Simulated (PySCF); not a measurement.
An excited-state job on `F[CH](F)[GeH]1[CH2]C=C[CH2]1`.

Computed with TDDFT wB97X-D/def2-SVPD, vertical, gas phase, core orbitals frozen in the response (PySCF 2.14.0, density-fitted response routines). Geometry: GFN2-xTB. A driver script takes a list of jobs; this job's settings line and coordinates (Å) are shown.

Command:
```bash
OMP_NUM_THREADS=1 python probes_run.py task.json out
```

Input:
```
{"job": {"kind": "uv", "xc": "wB97X-D", "basis": "def2-SVPD", "nstates": 8, "ntriplets": 3}, "charge": 0, "multiplicity": 1}
F      2.796501     0.619518    -1.559871
C      2.165611     0.834196    -0.374474
F      3.120232     0.742356     0.589642
Ge     0.770949    -0.598977    -0.082984
C     -0.354763    -0.241048     1.518223
C     -1.701420     0.051871     0.922976
C     -1.898169    -0.021763    -0.383043
C     -0.781364    -0.400509    -1.311983
H      1.805512     1.871582    -0.379402
H      1.519822    -1.910504    -0.121514
H     -0.005367     0.606008     2.111063
H     -0.420070    -1.094705     2.193128
H     -2.499067     0.319549     1.601545
H     -2.863732     0.183078    -0.823383
H     -1.027437    -1.321828    -1.840466
H     -0.634839     0.370122    -2.070870
```

Q: What does the run print?

A: 
```
coarse grid: 63696 points
cycle   1  E = -2471.3055746153  dE =  4.954e-01  |g| = 7.822e-01  |ddm| = 6.541e+00
cycle   2  E = -2471.2975886016  dE =  7.986e-03  |g| = 8.822e-01  |ddm| = 1.602e+00
cycle   3  E = -2471.4184746707  dE = -1.209e-01  |g| = 5.510e-02  |ddm| = 7.940e-01
cycle   4  E = -2471.4190126632  dE = -5.380e-04  |g| = 3.133e-02  |ddm| = 1.289e-01
cycle   5  E = -2471.4191826476  dE = -1.700e-04  |g| = 5.545e-03  |ddm| = 6.101e-02
cycle   6  E = -2471.4191892400  dE = -6.592e-06  |g| = 1.235e-03  |ddm| = 1.625e-02
final grid: 135264 points
cycle   7  E = -2471.4186995547  dE = -2.267e-06  |g| = 1.350e-03  |ddm| = 2.138e-02
cycle   8  E = -2471.4186997046  dE = -1.500e-07  |g| = 1.209e-03  |ddm| = 5.556e-03
cycle   9  E = -2471.4186999482  dE = -2.436e-07  |g| = 1.060e-04  |ddm| = 2.245e-03
cycle  10  E = -2471.4186999514  dE = -3.187e-09  |g| = 6.238e-05  |ddm| = 3.701e-04
cycle  11  E = -2471.4186999525  dE = -1.121e-09  |g| = 1.282e-05  |ddm| = 2.003e-04
cycle  12  E = -2471.4186999526  dE = -5.366e-11  |g| = 5.436e-06  |ddm| = 4.041e-05
converged SCF energy = -2471.4186999526

Static polarisability (au): isotropic 86.199, principal 72.023 90.418 96.157

Singlet excitations
state   eV       nm        f      main configurations
  1   6.9996    177.1   0.01112   H->L 0.86
  2   7.2189    171.7   0.13351   H->L+1 0.84
  3   7.4521    166.4   0.00112   H-2->L+1 0.82, H-2->L+2 0.15
  4   7.5445    164.3   0.02983   H->L+2 0.83
  5   7.8925    157.1   0.00993   H-1->L+2 0.33, H-1->L+1 0.31, H->L+2 0.09
  6   7.9289    156.4   0.00256   H->L+5 0.46, H->L+3 0.41
  7   8.0537    153.9   0.03909   H-2->L 0.79
  8   8.1276    152.5   0.00061   H->L+7 0.40, H->L+4 0.25, H-1->L 0.15

Triplet excitations (Tamm-Dancoff, eV): 4.6038 7.0014 7.2286
```

The SCF starts on a coarse grid where the log names one; the energy can jump when the final grid takes over, and dE then counts from the start density on the new grid. H and L stand for HOMO and LUMO; the number after each pair is its weight.

Q: How does the lowest singlet excitation compare with the HOMO–LUMO gap?

A: HOMO -9.19 eV and LUMO 2.07 eV give a gap of 11.26 eV; S1 at 7.00 eV lies 4.26 eV below it.

In short: HOMO -9.19 eV, LUMO 2.07 eV; lowest singlet 7.00 eV; lowest triplet 4.60 eV (Tamm–Dancoff); mean polarisability 86.2 au.

 Relativistic effects, spin–orbit coupling among them, are left out although an element past zinc is present.

On an Arm Neoverse N1 with one thread, no GPU, shared host, this took 2.4 min and 1.1 GiB of memory at its peak.

One conformer stands for the species.
Labels such as C1 count atoms from 1, the log's own numbers from 0.

The pairwise dispersion term of wB97X-D wasn't added to the energies; at a given geometry it leaves orbitals and properties as they are.
